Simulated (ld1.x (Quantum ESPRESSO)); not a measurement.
Varying the RRKJ potential for lutetium (Lu)

Base potential:

```json
{
 "Element": "lutetium",
 "Generator": "ld1.x (Quantum ESPRESSO) 7.5",
 "Type": "norm-conserving RRKJ (Kleinman–Bylander form)",
 "Functional": "PBE",
 "Relativity": "scalar-relativistic",
 "Frozen core": "[Xe]",
 "Valence charge": "17",
 "Reference configuration": "4f14 5d1 6s2 6p0",
 "Partial waves": "6p (bound, empty): rc 4.20 bohr; 5d (bound): rc 2.15 bohr; 4f (bound): rc 1.15 bohr; 6s (bound): rc 3.15 bohr",
 "Local potential": "the s channel",
 "Core correction": "a·sin(br)/r model core, default radius (core density twice the valence density)"
}
```

Cutoffs, loose and tight: the cutoffs (Ry, on a coarse ladder) from which the occupation-weighted sum of valence levels, in a spherical-Bessel basis at the reference potential, stays within 10 and 1 mRy of its value at 400 Ry. They do not see the model core or the augmentation charge, which bear on the density cutoff. Test errors are all-electron minus pseudo excitation energies from the reference, over the configurations 4f14 5d1 6s1 6p0; 4f14 5d1 6s0 6p0; 4f14 5d0 6s0 6p0; 4f14 5d0 6s2 6p1; 4f14 5d1 6s1 6p1; 4f14 5d1.5 6s1.5 6p0; 4f14 5d2 6s0 6p0. A dash means not determined; rows that change the core or the reference have their own tests.

| change | outcome | cutoff, loose | cutoff, tight | bound ghosts | largest test error (meV) |
| --- | --- | --- | --- | --- | --- |
| base | generated | 230 Ry | over 300 Ry | none | no test is counted, since the test run did not reproduce the reference configuration |
| wave 4f (bound): rc 1.15 bohr becomes 4f (bound): rc 0.84 bohr | generated | over 300 Ry | over 300 Ry | none | no test is counted, since the test run did not reproduce the reference configuration |
| wave 4f (bound): rc 1.15 bohr becomes 4f (bound): rc 0.92 bohr | generated | over 300 Ry | over 300 Ry | none | no test is counted, since the test run did not reproduce the reference configuration |
| wave 4f (bound): rc 1.15 bohr becomes 4f (bound): rc 1.38 bohr | generated | 180 Ry | 300 Ry | none | no test is counted, since the test run did not reproduce the reference configuration |

(1) What comes out with this change to the base: wave 4f (bound): rc 1.15 bohr becomes 4f (bound): rc 1.10 bohr?

(2) What comes out with this change to the base: wave 4f (bound): rc 1.15 bohr becomes 4f (bound): rc 1.48 bohr?

(3) What comes out with this change to the base: wave 4f (bound): rc 1.15 bohr becomes 4f (bound): rc 1.66 bohr?

Results:

(1) outcome: generated; cutoff, loose: 260 Ry; cutoff, tight: over 300 Ry; bound ghosts: none; largest test error (meV): no test is counted, since the test run did not reproduce the reference configuration.

(2) outcome: generated; cutoff, loose: 160 Ry; cutoff, tight: 260 Ry; bound ghosts: none; largest test error (meV): no test is counted, since the test run did not reproduce the reference configuration.

(3) outcome: generated; cutoff, loose: 120 Ry; cutoff, tight: 200 Ry; bound ghosts: none; largest test error (meV): no test is counted, since the test run did not reproduce the reference configuration.

Reading the sweep of the f radius (base included, trends over the rows without a ghost): The loose cutoff falls from 260 Ry at 1.1 to 120 Ry at 1.66 bohr. A larger radius leaves more room for a smooth pseudo-wave, so fewer plane waves are needed; a smaller one forces it to follow the all-electron wave where it bends sharply.
